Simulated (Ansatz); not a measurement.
Cost and result for the atomization energy of H$_{4}$InOSi, SMILES `[SiH3][O][InH]` radical (7 atoms, 6 bonds).

```xyz
7

Si    0.802    0.402   -0.734
O    -0.091   -0.368    0.384
In   -1.915   -0.373    1.209
H     2.020    0.998   -0.115
H     0.041    1.508   -1.391
H     1.238   -0.542   -1.802
H    -2.096   -1.624    2.450
```

The species carries charge 0 and has multiplicity 2. Correlated methods include outer-core shells of In, which these sets cover unevenly. In: def2 effective core potential. Geometry: relaxed with PBE0-D4/def2-TZVP. Program: Ansatz. All runs use 4 threads of a server CPU on a shared host. Times are those of one run each, without the atoms' runs, and a repeat can differ threefold. Electronic energies, without spin–orbit coupling; frozen cores. CCSD(T)/CBS adds CCSD(T) − MP2 in def2-TZVPP to the MP2 limit, and its time is that of the two runs behind it. T1 = 0.019; ⟨S²⟩ of the reference is 0.77. With those shells the extrapolation isn't a true limit. B3LYP takes the VWN-RPA correlation (the form of Gaussian; ORCA's B3LYP/G).

CCSD(T)/CBS is a level of theory with its own doubt, some kJ/mol a heavy atom from the limit and from the frozen cores, so smaller differences don't rank the functionals.

```csv
level,functions,wall time,atomization (kcal/mol),difference from CCSD(T)/CBS,per bond
PBE-D4/def2-TZVPP (with forces),179,2.5 s,461.6,-6.8,-1.1
BLYP-D4/def2-TZVPP,179,2.6 s,461.5,-6.9,-1.2
PBE0-D4/def2-TZVPP,179,2.9 s,455.2,-13.2,-2.2
B3LYP-D4/def2-TZVPP (with forces),179,3.5 s,463.2,-5.2,-0.9
BHLYP-D4/def2-TZVPP,179,3.6 s,453.4,-15.0,-2.5
B2PLYP/def2-TZVPP,179,4.8 s,458.5,-9.9,-1.7
CCSD(T)/def2-SVP,78,5.5 s,429.1,-39.3,-6.5
r2SCAN-D4/def2-TZVPP (with forces),179,6 s,467.6,-0.8,-0.1
B97M-V/def2-TZVPP,179,9 s,468.7,0.3,0.1
ωB97M-V/def2-TZVPP (with forces),179,13 s,465.8,-2.6,-0.4
MP2/def2-QZVPP,329,14 s,464.2,-4.2,-0.7
CCSD(T)/def2-TZVPP,179,5.9 min,454.8,-13.6,-2.3
CCSD(T)/CBS(def2),–,6.1 min,468.4,0.0,0.0
```

The D4 term adds +5.3 kcal/mol with B3LYP and +2.7 kcal/mol with PBE0; it sums over pairs of atoms, weighted by their polarisabilities, and B3LYP, whose exchange is more repulsive, gets the larger term. Leaving LDA and LC-ωPBE aside and taking each functional with its dispersion term where it has one, the values, not all of them listed here, spread over 17.5 kcal/mol, from revPBE-D4 to ωB97X-V. LDA lies +65.2 kcal/mol from PBE without D4, its usual overbinding. From r2SCAN to r2SCAN0 (25 % exact exchange), in def2-TZVPP and without D4, the atomization energy moves by −8.6 kcal/mol: exact exchange takes away binding that semilocal exchange gives to molecules.

Spin–orbit coupling would lower the free In atoms strongly, and the atomization energy with them, by more than many differences here.
